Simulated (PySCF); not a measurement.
## Calculated properties of `CO[C@@H](C(C)(C)[O-])C(F)(F)F`

Species: C6H10F3O2 (charge -1).
Geometry (GFN2-xTB, Å), atoms numbered from 1 in this order:
```
atom  x, y, z in Å
C1     2.3652   -0.4996    0.7103
O2     1.5486    0.6256    0.4374
C3     0.5326    0.3223   -0.5120
C4    -0.5491   -0.7671    0.0594
C5    -0.9714   -0.2726    1.4809
C6    -1.8133   -0.6552   -0.8582
O7    -0.0026   -1.9550    0.0427
C8     0.0465    1.6737   -0.9910
F9     1.0723    2.5366   -1.2391
F10   -0.7603    2.3505   -0.1564
F11   -0.6177    1.6204   -2.1664
H12    1.7404   -1.4045    0.7066
H13    2.8213   -0.3332    1.6861
H14    3.1514   -0.5866   -0.0536
H15    0.9889   -0.1558   -1.3962
H16   -1.6675   -1.0004    1.8940
H17   -0.0981   -0.2271    2.1261
H18   -1.4467    0.7053    1.4515
H19   -1.5370   -0.8485   -1.8928
H20   -2.5120   -1.4276   -0.5436
H21   -2.3003    0.3159   -0.7861
```

Structural features include: ether, CF3 group and C–F bond.

From GFN2-xTB geometry:

```yaml
Point_group_of_the_GFN2-xTB_geometry: C1
Rotational_constants_A_B_C_of_the_GFN2-xTB_geometry: 1.415, 0.982, 0.753 GHz
```

**PBE0/pcSseg-1 ground state and GIAO shieldings, non-relativistic (PySCF)**

```yaml
HOMO_energy: -0.39 eV
LUMO_energy: 5.59 eV
HOMO–LUMO_gap: 5.98 eV
Lowest_Hirshfeld_atomic_charge: -0.47 e on O7
Highest_Hirshfeld_atomic_charge: +0.25 e on C8
13C_chemical_shifts_computed_TMS_as_zero_by_class: 138.0 (C8), 96.1 (C3), 86.1 (C4), 60.7 (C1), 36.2 (C6), 30.7 (C5) ppm
1H_chemical_shifts_computed_TMS_as_zero_by_class: 4.96 (H12/H13/H14), 2.91 (H15), 0.99 (H16/H17/H18), 0.83 (H19/H20/H21) ppm
Isotropic_shieldings_of_nuclei_other_than_C_and_H_by_class: 189 (O7), 312 (O2), 255 (F9/F10/F11) ppm
Mayer_bond_orders_between_heavy_atoms: C1–O2 0.91, O2–C3 0.89, C3–C4 0.84, C4–C5 0.91, C4–C6 0.93, C4–O7 1.43, C3–C8 0.95, C8–F9 0.97, C8–F10 0.98, C8–F11 0.96
```

Monoisotopic mass of the ion (most abundant isotopes, electron mass counted): 171.0638 u.

With B = h/(8π²I), that is 505.379 GHz u Å² over I, the principal moments of inertia are 357.2, 514.7 and 671.1 u Å² (most abundant isotopes). The rotational constants make it an asymmetric top with κ = (2B − A − C)/(A − C) = -0.31, nearer the prolate limit (−1).

The structure is a single GFN2-xTB conformer in the gas phase; no vibrational or solvent corrections. NMR classes are plain means over equivalent atoms (diastereotopic ones count apart unless rotation or inversion swaps them), as if these changed places fast; in this geometry the members of some classes differ. No diffuse functions stand in pcSseg-1, which bears on an anion's orbital energies.
